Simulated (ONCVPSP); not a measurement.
**Transferability test, ONCV potential for N**

```json
{
  "Element": "N (Z = 7)",
  "Generator": "ONCVPSP 4.0.1",
  "Type": "optimised norm-conserving Vanderbilt (ONCV)",
  "Functional": "revPBE",
  "Relativity": "scalar-relativistic",
  "Frozen core": "[He]",
  "Valence charge": "5",
  "Reference configuration": "2s2 2p2 (charge +1)",
  "Partial waves": "2s: rc 1.00 bohr, ncon 4, nbas 7, qcut 6 1/bohr, 2 projectors, debl 1.5 Ha; 2p: rc 1.45 bohr, ncon 4, nbas 7, qcut 11.5 1/bohr, 2 projectors, debl 3.3 Ha; d scattering state at 0.04 Ha: rc 1.50 bohr, ncon 4, nbas 7, qcut 6.3 1/bohr, 2 projectors, debl 2.4 Ha",
  "Local potential": "polynomial inside 0.75 bohr (lpopt 5, dvloc0 2 Ha)",
  "Core correction": "polynomial model core, fcfact 0.5"
}
```

Energies are relative to the spin-unpolarised reference configuration 2s2 2p2; without spin polarisation the order of configurations can differ from experiment.

**Question.** Give the all-electron excitation energy and the error of the potential for: 2s2 2p3; 2s2 2p1; 2s2 2p0; 2s2 2p2.5.

**Answer.**

```
valence configuration  charge  ΔE all-electron (eV)  error AE − PS (meV)
              2s2 2p3       0               -13.535                 +9.3
              2s2 2p1      +2                28.785                  +36
              2s2 2p0      +3                75.759                 +263
            2s2 2p2.5    +0.5                -8.469                 +3.6
```
